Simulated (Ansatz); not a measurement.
Consider the ligand exchange at a Ga–N bond: `[CH3][GaH][N]=C=O` + CH₃NH₂ → `C[NH][GaH][CH3]` + `N=C=O`.

Computed with Ansatz on PBE0-D4/def2-TZVP structures; ΔE is electronic, products minus reactants. CCSD(T)/CBS adds triple-zeta CCSD(T) − MP2 to the extrapolated MP2 energy (def2 sets, frozen cores). This one scheme is used for every species. DFT in def2-TZVPP. HSE06 is defined as in plane-wave codes. For Ga outer-core shells are correlated without core-valence functions, which leaves a few kJ/mol of doubt a bond. Scalar relativity is left out up to krypton. Each species was taken in one conformer, which may not be the lowest.

| level | ΔE (kcal/mol) |
| --- | --- |
| r2SCAN-D4 | 9.6 |
| ωB97X-V | 11.0 |
| PBE-QIDH | 11.6 |
| HSE06 | 10.9 |
| HF/def2-SVP | 18.0 |
| CCSD/def2-SVP | 11.5 |
| SCS-MP2/def2-QZVPP | 11.2 |
| MP2/CBS(def2) | 10.1 |

(1) What does CCSD(T)/CBS give? (An estimate is asked.)

Largest T1 diagnostic among the species: 0.018.

Answers

(1) Ansatz gave: +9.9 kcal/mol. The listed levels differ from it by -0.3, 1.1, 1.7, 1.0, 8.1, 1.6, 1.3, 0.2 kcal/mol.

From PBE to PBE0 (25 % exact exchange), in def2-TZVPP and without D4, ΔE moves by +2.1 kcal/mol. Leaving LDA and LC-ωPBE aside and taking each functional with its dispersion term where it has one, the values, not all of them listed here, spread over 4.4 kcal/mol, from PBE-D4 to BHLYP-D4. LDA lies −2.4 kcal/mol from PBE without D4. The D4 term adds −0.9 kcal/mol with B3LYP and −0.5 kcal/mol with PBE0; it sums over pairs of atoms, weighted by their polarisabilities, and B3LYP, whose exchange is more repulsive, gets the larger term.

B3LYP here is the variant with VWN-RPA as its local correlation; programs differ in this.
